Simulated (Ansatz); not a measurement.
`[NH2][GeH2][S]CF`, charge 0, multiplicity 1.

Q: Give a relaxed structure at PBE0-D4/def2-TZVP (Ansatz 0.2.0). (An estimate is asked.)

A: Ansatz gave: 
Z-matrix (Å, degrees):
```
Ge
S 1 2.244
N 1 1.829 2 115.5
H 1 1.537 2 105.9 3 118.8
H 1 1.532 2 105.7 3 -119.5
C 2 1.795 1 97.8 3 -76.1
H 3 1.011 1 113.6 2 -66.1
H 3 1.012 1 112.8 2 57.2
F 6 1.382 2 112.6 1 67.4
H 6 1.092 2 111.0 1 -53.1
H 6 1.092 2 107.2 1 -173.6
```
This is one stationary point; other conformers may exist.
